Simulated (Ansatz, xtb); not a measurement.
## Ranking isomers of ClGeNSi

4 gas-phase structures of ClGeNSi, found in a search over its isomers (lower ones may exist). Each was relaxed with GFN2-xTB:

A. `N#[Si][Ge][Cl]`, a singlet
B. a singlet given by its coordinates
C. `N#[Si][Ge][Cl]`, a triplet
D. a singlet given by its coordinates

B (Å):

```xyz
4

Cl    0.2213    0.7840    1.5889
Ge   -0.5474    0.9179   -0.4901
N    -0.0718   -0.7094   -1.0713
Si    0.4778   -2.2071   -1.2775
```

Close contacts (Å): Cl1–Ge2 2.22, Ge2–N3 1.79, N3–Si4 1.61.

D (Å):

```yaml
atoms:
  - { symbol: Cl, position_ang: [-1.1783, -2.7337, -0.6288] }
  - { symbol: Ge, position_ang: [2.4692, -0.3952, -0.2447] }
  - { symbol: N, position_ang: [1.5526, -1.7659, -0.2457] }
  - { symbol: Si, position_ang: [0.7876, -3.2877, -0.2019] }
```

Close contacts (Å): Cl1–Si4 2.09, Ge2–N3 1.65, N3–Si4 1.70.

Question: Which do you expect lowest at r2SCAN-D4/def2-SVP//GFN2-xTB, and how would the others follow?

Answer: Calculated order at r2SCAN-D4/def2-SVP//GFN2-xTB: B (0.0), D (5.2), A (288.1), C (387.6) kJ/mol.

Energies above the lowest of each column, in kJ/mol; the last columns are at r2SCAN-D4/def2-SVP geometries and were run for some of them only (a dash: not run or not comparable):

```json
{"structure": "B", "GFN2-xTB": "0.0", "HF/STO-3G": "34.0", "r2SCAN-D4/def2-SVP//GFN2-xTB": "0.0", "r2SCAN-D4/def2-SVP": "0.0", "CCSD(T)/def2-TZVPP": "0.0"}
{"structure": "D", "GFN2-xTB": "69.7", "HF/STO-3G": "0.0", "r2SCAN-D4/def2-SVP//GFN2-xTB": "5.2", "r2SCAN-D4/def2-SVP": "7.1", "CCSD(T)/def2-TZVPP": "7.6"}
{"structure": "A", "GFN2-xTB": "145.0", "HF/STO-3G": "468.4", "r2SCAN-D4/def2-SVP//GFN2-xTB": "288.1", "r2SCAN-D4/def2-SVP": "–", "CCSD(T)/def2-TZVPP": "–"}
{"structure": "C", "GFN2-xTB": "–", "HF/STO-3G": "386.0", "r2SCAN-D4/def2-SVP//GFN2-xTB": "387.6", "r2SCAN-D4/def2-SVP": "–", "CCSD(T)/def2-TZVPP": "–"}
```

CCSD(T)/def2-TZVPP puts B lowest of those it was run on; HF/STO-3G picks D. Frequencies (r2SCAN-D4/def2-SVP) were run for B, D alone. GFN2-xTB has no spin polarisation and isn't compared across spin states. Open shells are spin-unrestricted, some with notable spin contamination.

Programs: Ansatz 0.2.0, xtb 6.7.1.
